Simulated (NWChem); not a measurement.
InHOBrF; SMILES [Br][In]([OH])[F]

```xyz
5

In    -0.0125     0.6562     0.0000
F      1.7174     1.6118     0.0000
Br     0.0017    -1.8143     0.0000
O     -1.6860     1.7666     0.0000
H     -1.4154     2.7081     0.0000
```
Atoms are numbered in this order, from 1.

Computed with NWChem. All runs use the structure optimised with PBE-D3(BJ)/def2-SVP (def2 core potentials past Kr).

Question: Predict the results for Hartree-Fock/STO-3G (all-electron, non-relativistic). Quantities: highest occupied level (eV); orbital gap (eV); dipole (D).

Answer: The highest occupied level (eV) is -7.90. The orbital gap (eV) is 13.63 and the dipole (D) comes out as 1.98.
